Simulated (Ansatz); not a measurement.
Ga(NH3)H3 (GaNH6). The state is a singlet with charge 0. Geometry relaxed at PBE0-D4/def2-TZVP.

```xyz
8

Ga    0.6721    0.8504    0.2989
N    -0.6139   -0.7767   -0.2731
H    -0.6323   -1.4889    0.4477
H    -0.2896   -1.2041   -1.1328
H    -1.5617   -0.4494   -0.4195
H     0.4949    1.7461   -0.9925
H     2.0174    0.0336    0.4559
H    -0.0869    1.2890    1.6154
```

Problem. Estimate the harmonic wavenumbers at RKS PBE0-D4/def2-TZVP (Ansatz, unscaled). Is this a minimum?

Solution. 113, 332, 375, 376, 675, 675, 747, 751, 751, 1202, 1656, 1656, 1907, 1907, 1924, 3502, 3625, 3625 cm⁻¹. Yes, no mode is imaginary beyond noise. Zero-point energy 154.3 kJ/mol. Hardware: 4 threads of AMD EPYC 7B13 on a shared host. Wall time 30 s.
